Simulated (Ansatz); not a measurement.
Relaxation of Cl₃FHSn (6 atoms, charge 0, multiplicity 2), to a largest force component of 0.03 eV/Å in at most 50 steps.

The calculation used Ansatz 0.2.0, UHF/def2-SVP.

```xyz
6
Properties=species:S:1:pos:R:3
Sn 0.000 0.000 -0.044
H 0.000 0.000 1.678
Cl 2.168 0.000 -0.882
Cl -1.083 1.877 -0.883
Cl -1.083 -1.877 -0.883
F 0.000 0.000 3.806
```

Where does it end, and by what steps?

The run converged. The force dipped under the threshold on the way, but the program's further checks kept it going. After 9 steps the energy has fallen by 0.101 eV; F6 moved furthest, 0.64 Å.

| step | energy less start (eV) | largest force component (eV/Å) | accepted |
| --- | --- | --- | --- |
| 0 | 0.0000 | 0.798 | yes |
| 1 | -0.0225 | 0.489 | yes |
| 2 | -0.0735 | 0.148 | yes |
| 3 | -0.0814 | 0.171 | yes |
| 4 | -0.0956 | 0.047 | yes |
| 5 | -0.0948 | 0.113 | no |
| 6 | -0.0961 | 0.044 | yes |
| 7 | -0.0998 | 0.020 | yes |
| 8 | -0.1010 | 0.006 | yes |
| 9 | -0.1012 | 0.002 | yes |

```xyz
6
Properties=species:S:1:pos:R:3
Sn 0.002 0.000 -0.159
H 0.005 0.000 1.525
Cl 2.166 0.000 -1.010
Cl -1.082 1.876 -1.004
Cl -1.082 -1.876 -1.004
F -0.005 0.000 4.445
```

Whether the end is a true minimum wasn't checked by a vibrational analysis.

Time of the run: 2.5 min on 2 threads of Arm Neoverse V1 (shared host), peak memory 0.49 GiB.
